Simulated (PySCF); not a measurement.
C₂H₈GeOSi, SMILES C[Si@H]1O[CH2][GeH2]1.

Geometry: r2SCAN-D4/def2-SVP. The structure was generated by enumeration; whether it is a known compound was not checked.

Two levels are set side by side: PBE/def2-TZVP (PySCF) and r2SCAN/def2-TZVP (PySCF). Same geometry, gas phase. Differences are taken from unrounded values.

| quantity | r2SCAN |
|---|---|
| orbital gap (eV) | 5.99 |
| highest occupied level (eV) | -6.45 |
| lowest empty level (eV) | -0.47 |
| dipole moment (D) | 1.05 |
| mean polarisability (bohr³) | 86.0 |

Q: What does PBE give, and how far is it from r2SCAN? (The exact figures need the calculation; the answer reports its results.)

A: 
| quantity | PBE | PBE minus r2SCAN |
|---|---|---|
| orbital gap (eV) | 5.43 | -0.56 |
| highest occupied level (eV) | -6.22 | 0.23 |
| lowest empty level (eV) | -0.79 | -0.33 |
| dipole moment (D) | 1.02 | -0.03 |
| mean polarisability (bohr³) | 88.1 | 2.2 |

Rough cost on one machine, each run with all the roots and properties that it gave: r2SCAN against PBE about 3 times.
